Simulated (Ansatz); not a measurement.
## Reading a saddle point

A first-order saddle point of SiH5O2F, singlet, PBE0-D4/def2-TZVP, with one imaginary mode of 525i cm⁻¹:

```tsv
atom	x (Å)	y (Å)	z (Å)
Si1	-0.3753	-0.5066	-0.1225
O2	0.5932	0.1395	1.2867
H3	0.1913	-1.8020	-0.5395
H4	-1.5553	-0.8204	0.7358
O5	-1.1203	0.5176	-1.1607
H6	1.2807	0.4878	0.5197
F7	1.3399	0.2843	-0.7563
H8	0.1666	0.7982	1.8432
H9	-0.5208	0.9017	-1.8066
```

Computed with Ansatz 0.2.0 (basis: def2-TZVPP and def2-QZVPP); correlated methods freeze the cores. Extrapolation: Hartree–Fock as exp(−7.88 √X), correlation as X^−2.97.

(1) Which contacts change along the imaginary mode, and what lies on either side? (Judge from chemistry; the calculation decides.)

(2) Which side is lower, and how far does the saddle lie above each? (An estimate is asked for; the value comes from the calculation.)

T1 diagnostic: at most 0.012.

## Answers

(1) The calculation gives: The step is SiH₄O₂ ([OH][SiH2][OH]) + HF → SiH₃OF ([OH][SiH2][F]) + H₂O, with the molecules in contact on both sides. Shortening one way: Si1–F7, O2–H6; lengthening the same way: Si1–O2, H6–F7.
```
  pair  one side (Å)  saddle (Å)  other side (Å)
Si1–F7          3.19        1.99            1.61
 O2–H6          1.69        1.09            0.96
Si1–O2          1.67        1.83            2.94
 H6–F7          0.94        1.29            2.33
```

(2) Computed: The side with Si1–F7, O2–H6 short is lower by 22.1 kJ/mol; the saddle lies 122.9 kJ/mol above it and 100.8 kJ/mol above the other (CCSD(T) at an estimated basis limit (MP2 extrapolated from triple and quadruple zeta, plus CCSD(T) − MP2 in triple zeta); electronic energies).

Steps of this kind, hydrogen fluoride cutting a network bond, underlie vapour etching and the fluorination step of atomic layer etching.

Labels in which every atom is bracketed show which atoms are joined, not bond orders.

For scale, one of the runs: CCSD(T)/def2-TZVPP, 205 basis functions, launched by `ansatz run in.yaml --threads 4 --pin off --events-out ev --progress --plain --max-ram 9574MiB`. Time: 67 s of wall clock on 4 CPU threads of an Arm Neoverse V1; the host was shared. Peak host memory: 2.8 GiB.
